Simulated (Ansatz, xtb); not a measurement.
**C4H4BrNS: 5 structures ranked**

5 gas-phase structures of C4H4BrNS, from a drawn sample of its isomers (lower ones may exist). Each was relaxed with GFN2-xTB:

A. `Sc1c[nH]c(Br)c1`, a singlet
B. `Sn1ccc(Br)c1`, a singlet
C. `Sc1cc[nH]c1Br`, a singlet
D. `Sc1c[nH]cc1Br`, a singlet
E. `Sn1cccc1Br`, a singlet

Question: Which do you expect lowest at r2SCAN-D4/def2-SVP//GFN2-xTB, and how would the others follow?

Answer: Calculated order at r2SCAN-D4/def2-SVP//GFN2-xTB: D (0.000), C (0.002), A (0.023), B (0.608), E (0.841) eV. Less than 1 kcal/mol parts D and C; C and A, so the order within those pairs means little. CCSD(T)/def2-SVP + ΔMP2/def2-TZVPP after further relaxation puts C lowest instead.

Energies above the lowest of each column, in eV; the last columns are at r2SCAN-D4/def2-SVP geometries:

```
structure  GFN2-xTB  HF/STO-3G  r2SCAN-D4/def2-SVP//GFN2-xTB  r2SCAN-D4/def2-SVP  CCSD(T)/def2-SVP + ΔMP2/def2-TZVPP
        D     0.049      0.000                         0.000               0.038                               0.046
        C     0.023      0.002                         0.002               0.000                               0.000
        A     0.000      0.006                         0.023               0.060                               0.080
        B     0.244      0.239                         0.608               0.639                               0.535
        E     0.328      0.447                         0.841               0.680                               0.598
```

CCSD(T)/def2-SVP + ΔMP2/def2-TZVPP puts C lowest; GFN2-xTB picks A. CCSD(T)/def2-SVP + ΔMP2/def2-TZVPP orders those it was run on as C (0.000), D (0.046), A (0.080), B (0.535), E (0.598) eV. Less than 1 kcal/mol parts D and A, so the order within that pair means little. Flexible structures stand in one conformer each, not always the lowest. Frequencies (GFN2-xTB) were run for A, B, D, E alone. ΔMP2 is the change of the MP2 energy from the smaller to the larger basis.

Over these structures GFN2-xTB departs from r2SCAN-D4/def2-SVP//GFN2-xTB by 0.218 eV on average once a common shift is removed. A GFN2-xTB relaxation took about 0.054 s and the r2SCAN-D4/def2-SVP//GFN2-xTB energy about 3.6 s on a shared host (Ansatz 0.2.0, xtb 6.7.1).
